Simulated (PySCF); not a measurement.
# Stationary points of TlBr₂⁻

Computed with B3LYP/[Tl def2-SVPD with ECP60, Br def2-SVPD], scalar-relativistic core potentials, density fitting, no spin–orbit coupling, PySCF.

Relaxations began from a few typed shapes. The search is not exhaustive: other isomers or separated fragments can lie lower, and high-lying points may rest on an excited occupation.

```json
{"spin": "singlet", "group": "C2v", "bonds": "Tl–Br 2.925 Å (×2)", "angles": "Br–Tl–Br 110.9°", "imaginary modes (cm⁻¹)": "none", "ΔE (kJ/mol)": "0.0", "ΔE with ZPE (kJ/mol)": "0.0"}
{"spin": "singlet", "group": "D∞h", "bonds": "Tl–Br 3.068 Å (×2)", "angles": "Br–Tl–Br 180.0°", "imaginary modes (cm⁻¹)": "32i, 32i", "ΔE (kJ/mol)": "22.6", "ΔE with ZPE (kJ/mol)": "–"}
```

The lowest minimum found is the singlet C2v: Tl–Br 2.925 Å (×2); Br–Tl–Br 110.9°.

Counting electrons, thallium keeps 2 of its valence electrons outside its bonds, so the VSEPR class is AX2E1 and the expected shape is bent (C2v), as computed.

For the lowest minimum: the lowest empty level of this anion is unbound, so it and the gap depend on the basis. Spin–orbit coupling, left out here, can matter for elements this heavy.
